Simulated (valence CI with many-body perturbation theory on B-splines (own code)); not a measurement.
# E1 line list for Yb LXIV

Computed by valence CI with perturbative core correlation (CI+MBPT): five valence electrons over a frozen Dirac-Fock core [He], a basis of 9 s, 9 p, 8 d, 6 f, 3 g, 1 h functions for each j, with the one-electron correlation potential Σ1, the two-electron term Σ2, the three-electron term Σ3, Breit, model QED; selected CI, second order for the rest (own B-spline code, finite nucleus).

No measured spectrum was set against this ion. As an estimate, large intervals hold to a few tenths of a per cent, small ones and those within an open d or f shell to about a per cent. Among the levels kept, up to 1100 cm⁻¹ of a level comes from second order outside the variational space, and about a tenth of that is noise between levels of different J, which matters for small intervals.

Lines 201 to 250 of 256 in falling wavelength, among levels below 79458 × 10³ cm⁻¹, chosen from the strongest by gf and those to the six lowest levels. Wavelengths and rates use the calculated energies. Electric multipoles are in the length gauge, E1 and E2 with the static RPA response of the core. Weak lines are less certain than strong ones. Lines between different terms over intervals too small for the method are left out, as are lines whose strength nearly cancels. The highest levels of a list are the least certain.

Levels are named by their leading jj configuration (3d3/2^4 stands for four electrons in 3d with j = 3/2), which in mixed levels can hold well under half, so a name can repeat and another be missing. Letters in brackets count levels of one name in rising energy.

| λ vac (nm) | Upper | Lower | A (s⁻¹) | S (a.u.) with core polarisation | S without |
| --- | --- | --- | --- | --- | --- |
| 0.1468 | (2s 2p1/2^2 2p3/2 3d3/2) J=5/2 [b] | (2s 2p1/2^2 2p3/2^2) J=5/2 | 9.61e+12 | 9.01e-05 | 9.02e-05 |
| 0.1467 | (2s^2 2p1/2 2p3/2 3d5/2) J=7/2 [a] | (2s^2 2p1/2 2p3/2^2) J=5/2 | 3.05e+13 | 3.80e-04 | 3.80e-04 |
| 0.1467 | (2s^2 2p1/2 2p3/2 3d5/2) J=3/2 [b] | (2s^2 2p1/2 2p3/2^2) J=1/2 | 1.09e+15 | 6.80e-03 | 6.81e-03 |
| 0.1466 | (2s 2p1/2^2 2p3/2 3d5/2) J=5/2 | (2s 2p1/2^2 2p3/2^2) J=5/2 | 8.75e+14 | 8.16e-03 | 8.17e-03 |
| 0.1466 | (2s^2 2p1/2 2p3/2 3d5/2) J=1/2 | (2s^2 2p1/2 2p3/2^2) J=1/2 | 1.22e+15 | 3.78e-03 | 3.78e-03 |
| 0.1464 | (2s^2 2p1/2 2p3/2 3d5/2) J=3/2 [a] | (2s^2 2p1/2 2p3/2^2) J=5/2 | 5.45e+13 | 3.37e-04 | 3.37e-04 |
| 0.1463 | (2s^2 2p1/2 2p3/2 3d5/2) J=5/2 [a] | (2s^2 2p1/2 2p3/2^2) J=5/2 | 3.18e+14 | 2.95e-03 | 2.95e-03 |
| 0.1463 | (2s^2 2p1/2^2 3d5/2) J=5/2 | (2s^2 2p1/2^2 2p3/2) J=3/2 | 1.14e+15 | 1.05e-02 | 1.05e-02 |
| 0.1461 | (2s^2 2p1/2 2p3/2 3d5/2) J=5/2 [b] | (2s^2 2p1/2 2p3/2^2) J=5/2 | 6.20e+14 | 5.72e-03 | 5.73e-03 |
| 0.1460 | (2s^2 2p1/2 2p3/2 3d5/2) J=3/2 [a] | (2s^2 2p1/2 2p3/2^2) J=3/2 | 7.78e+14 | 4.78e-03 | 4.78e-03 |
| 0.1459 | (2s^2 2p1/2 2p3/2 3d5/2) J=5/2 [a] | (2s^2 2p1/2 2p3/2^2) J=3/2 | 8.50e+14 | 7.83e-03 | 7.83e-03 |
| 0.1459 | (2s^2 2p1/2 2p3/2 3d5/2) J=7/2 [b] | (2s^2 2p1/2 2p3/2^2) J=5/2 | 1.86e+15 | 2.28e-02 | 2.28e-02 |
| 0.1458 | (2s^2 2p1/2 2p3/2 3d5/2) J=3/2 [b] | (2s^2 2p1/2 2p3/2^2) J=5/2 | 1.36e+14 | 8.31e-04 | 8.31e-04 |
| 0.1457 | (2s^2 2p1/2 2p3/2 3d5/2) J=5/2 [b] | (2s^2 2p1/2 2p3/2^2) J=3/2 | 1.04e+15 | 9.48e-03 | 9.48e-03 |
| 0.1456 | (2s 2p1/2^2 2p3/2 3p3/2) J=3/2 [a] | (2s^2 2p1/2 2p3/2^2) J=1/2 | 2.91e+12 | 1.77e-05 | 1.77e-05 |
| 0.1454 | (2s^2 2p1/2 2p3/2 3d5/2) J=3/2 [b] | (2s^2 2p1/2 2p3/2^2) J=3/2 | 1.41e+13 | 8.54e-05 | 8.54e-05 |
| 0.1454 | (2s^2 2p1/2 2p3/2 3d5/2) J=1/2 | (2s^2 2p1/2 2p3/2^2) J=3/2 | 1.01e+14 | 3.05e-04 | 3.05e-04 |
| 0.1452 | (2s 2p1/2^2 2p3/2 3p3/2) J=1/2 [a] | (2s^2 2p1/2 2p3/2^2) J=1/2 | 1.51e+11 | 4.57e-07 | 4.58e-07 |
| 0.1449 | (2s 2p1/2^2 2p3/2 3p3/2) J=7/2 | (2s^2 2p1/2 2p3/2^2) J=5/2 | 6.22e+12 | 7.47e-05 | 7.47e-05 |
| 0.1447 | (2s 2p1/2^2 2p3/2 3p3/2) J=3/2 [a] | (2s^2 2p1/2 2p3/2^2) J=5/2 | 1.10e+12 | 6.59e-06 | 6.60e-06 |
| 0.1445 | (2s 2p1/2^2 2p3/2 3p3/2) J=5/2 [a] | (2s^2 2p1/2 2p3/2^2) J=5/2 | 3.13e+12 | 2.79e-05 | 2.79e-05 |
| 0.1444 | (2s 2p1/2^2 2p3/2 3p3/2) J=3/2 [a] | (2s^2 2p1/2 2p3/2^2) J=3/2 | 5.53e+12 | 3.28e-05 | 3.28e-05 |
| 0.1441 | (2s 2p1/2^2 2p3/2 3p3/2) J=5/2 [a] | (2s^2 2p1/2 2p3/2^2) J=3/2 | 1.13e+13 | 1.00e-04 | 1.00e-04 |
| 0.1440 | (2s 2p1/2^2 2p3/2 3p3/2) J=1/2 [a] | (2s^2 2p1/2 2p3/2^2) J=3/2 | 7.71e+10 | 2.27e-07 | 2.26e-07 |
| 0.1439 | (2s 2p1/2^2 2p3/2 3p3/2) J=3/2 [b] | (2s^2 2p1/2 2p3/2^2) J=1/2 | 1.45e+12 | 8.52e-06 | 8.52e-06 |
| 0.1438 | (2s 2p1/2^2 2p3/2 3p3/2) J=1/2 [b] | (2s^2 2p1/2 2p3/2^2) J=1/2 | 7.71e+12 | 2.27e-05 | 2.27e-05 |
| 0.1434 | (2s 2p1/2^2 2p3/2 3p3/2) J=5/2 [b] | (2s^2 2p1/2 2p3/2^2) J=5/2 | 8.18e+11 | 7.14e-06 | 7.15e-06 |
| 0.1431 | (2s 2p1/2^2 2p3/2 3p3/2) J=3/2 [b] | (2s^2 2p1/2 2p3/2^2) J=5/2 | 3.07e+11 | 1.78e-06 | 1.78e-06 |
| 0.1430 | (2s 2p1/2^2 2p3/2 3p3/2) J=5/2 [b] | (2s^2 2p1/2 2p3/2^2) J=3/2 | 6.27e+12 | 5.43e-05 | 5.43e-05 |
| 0.1428 | (2s 2p1/2^2 2p3/2 3p3/2) J=3/2 [b] | (2s^2 2p1/2 2p3/2^2) J=3/2 | 2.31e+12 | 1.33e-05 | 1.33e-05 |
| 0.1427 | (2s 2p1/2^2 2p3/2 3p3/2) J=1/2 [b] | (2s^2 2p1/2 2p3/2^2) J=3/2 | 1.42e+12 | 4.07e-06 | 4.07e-06 |
| 0.1385 | (2s^2 2p1/2 2p3/2 3s) J=3/2 [a] | (2s^2 2p1/2^2 2p3/2) J=3/2 | 2.25e+13 | 1.18e-04 | 1.18e-04 |
| 0.1384 | (2s^2 2p1/2 2p3/2 3s) J=1/2 | (2s^2 2p1/2^2 2p3/2) J=3/2 | 3.75e+13 | 9.80e-05 | 9.78e-05 |
| 0.1382 | (2s^2 2p1/2 2p3/2 3s) J=5/2 | (2s^2 2p1/2^2 2p3/2) J=3/2 | 3.60e+13 | 2.82e-04 | 2.81e-04 |
| 0.1381 | (2s^2 2p1/2 2p3/2 3s) J=3/2 [b] | (2s^2 2p1/2^2 2p3/2) J=3/2 | 2.25e+13 | 1.17e-04 | 1.17e-04 |
| 0.1328 | (2s 2p1/2^2 2p3/2 3p1/2) J=3/2 [a] | (2s^2 2p1/2^2 2p3/2) J=3/2 | 1.70e+14 | 7.85e-04 | 7.84e-04 |
| 0.1328 | (2s 2p1/2^2 2p3/2 3p1/2) J=5/2 | (2s^2 2p1/2^2 2p3/2) J=3/2 | 4.32e+14 | 3.00e-03 | 3.00e-03 |
| 0.1317 | (2s 2p1/2^2 2p3/2 3p1/2) J=1/2 | (2s^2 2p1/2^2 2p3/2) J=3/2 | 4.95e+14 | 1.12e-03 | 1.12e-03 |
| 0.1317 | (2s 2p1/2^2 2p3/2 3p1/2) J=3/2 [b] | (2s^2 2p1/2^2 2p3/2) J=3/2 | 3.55e+14 | 1.60e-03 | 1.60e-03 |
| 0.1310 | (2s^2 2p1/2 2p3/2 3d3/2) J=3/2 [a] | (2s^2 2p1/2^2 2p3/2) J=3/2 | 1.54e+14 | 6.82e-04 | 6.83e-04 |
| 0.1309 | (2s^2 2p1/2 2p3/2 3d3/2) J=5/2 [a] | (2s^2 2p1/2^2 2p3/2) J=3/2 | 5.56e+13 | 3.70e-04 | 3.70e-04 |
| 0.1309 | (2s^2 2p1/2 2p3/2 3d3/2) J=1/2 [a] | (2s^2 2p1/2^2 2p3/2) J=3/2 | 2.63e+13 | 5.82e-05 | 5.82e-05 |
| 0.1305 | (2s^2 2p1/2 2p3/2 3d3/2) J=5/2 [b] | (2s^2 2p1/2^2 2p3/2) J=3/2 | 1.32e+15 | 8.70e-03 | 8.71e-03 |
| 0.1304 | (2s^2 2p1/2 2p3/2 3d3/2) J=3/2 [b] | (2s^2 2p1/2^2 2p3/2) J=3/2 | 1.15e+15 | 5.03e-03 | 5.04e-03 |
| 0.1303 | (2s^2 2p1/2 2p3/2 3d3/2) J=1/2 [b] | (2s^2 2p1/2^2 2p3/2) J=3/2 | 1.32e+15 | 2.87e-03 | 2.88e-03 |
| 0.1296 | (2s^2 2p1/2 2p3/2 3d5/2) J=3/2 [a] | (2s^2 2p1/2^2 2p3/2) J=3/2 | 1.47e+13 | 6.31e-05 | 6.31e-05 |
| 0.1296 | (2s^2 2p1/2 2p3/2 3d5/2) J=5/2 [a] | (2s^2 2p1/2^2 2p3/2) J=3/2 | 1.66e+13 | 1.07e-04 | 1.07e-04 |
| 0.1294 | (2s^2 2p1/2 2p3/2 3d5/2) J=5/2 [b] | (2s^2 2p1/2^2 2p3/2) J=3/2 | 1.23e+13 | 7.88e-05 | 7.88e-05 |
| 0.1292 | (2s^2 2p1/2 2p3/2 3d5/2) J=3/2 [b] | (2s^2 2p1/2^2 2p3/2) J=3/2 | 8.58e+11 | 3.65e-06 | 3.65e-06 |
| 0.1291 | (2s^2 2p1/2 2p3/2 3d5/2) J=1/2 | (2s^2 2p1/2^2 2p3/2) J=3/2 | 9.89e+11 | 2.10e-06 | 2.10e-06 |
